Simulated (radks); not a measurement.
Task: The tantalum anion Ta-, configuration [Xe] 4f14 5d4 6s2. All-electron calculation, scalar-relativistic Kohn-Sham, PBE, spin-polarised, spherical densities, point nucleus; open shells are filled with parallel spins first (spin-orbit coupling, left out, can overturn this in heavy ions); hard spherical wall at 3.5 bohr. Program: a radial shooting solver on a logarithmic mesh with Libxc functionals. Some entries of the table are withheld. Estimate them.

orbital  occ.  eigenvalue (hartree)  <r> (bohr)  <r^2> (bohr^2)
1s down     1             -2474.871     0.01866       0.0004785
1s up       1             -2474.870     0.01866       0.0004785
2s up       1             -424.3749     0.07895        0.007373
2s down     1             -424.3689     0.07894        0.007373
2p up       3             -371.7341     0.07057        0.006084
2p down     3             -371.7294     0.07057        0.006084
3s up       1             -96.45757      0.2048         0.04794
3s down     1             -96.45654      0.2048         0.04794
3p up       3             -80.80374      0.2049         0.04866
3p down     3             -80.80243      0.2049         0.04866
3d up       5             -62.55009      0.1856         0.04039
3d down     5             -62.54664      0.1856         0.04039
4s up       1             -18.88254      0.4587          0.2375
4s down     1             -18.87815      0.4587          0.2376
4p up       3             -13.74782      0.4877          0.2706
4p down     3             -13.74386      0.4877          0.2705
4d up       5              -7.17931      0.5232          0.3175
4d down     5              -7.17448      0.5230          0.3172
5s up       1              -1.75424       1.119           1.412
5s down     1              -1.69673       1.110           1.390
5p up       3              -0.56474       1.332           2.013
5p down     3              -0.48654       1.320           1.977
4f up       7               0.06728      0.6504          0.5455
4f down     7               0.08122      0.6428          0.5292
5d up       4               0.72439       1.801           3.583
5d down     0               0.82323       1.799           3.581
6s up       1               0.83677       2.163           5.077
6s down     1               0.92363       2.174           5.117
6p up       0               1.31408       2.177           5.252
6p down     0               1.39049       2.190           5.300
5f up       0               1.75666         (1)           5.203
5f down     0               1.84890         (2)           5.256
7s up       0               3.22591       2.094           5.077
7s down     0               3.29963       2.092           5.069

Result: 
(1) 5f up <r> (bohr): 2.201
(2) 5f down <r> (bohr): 2.215
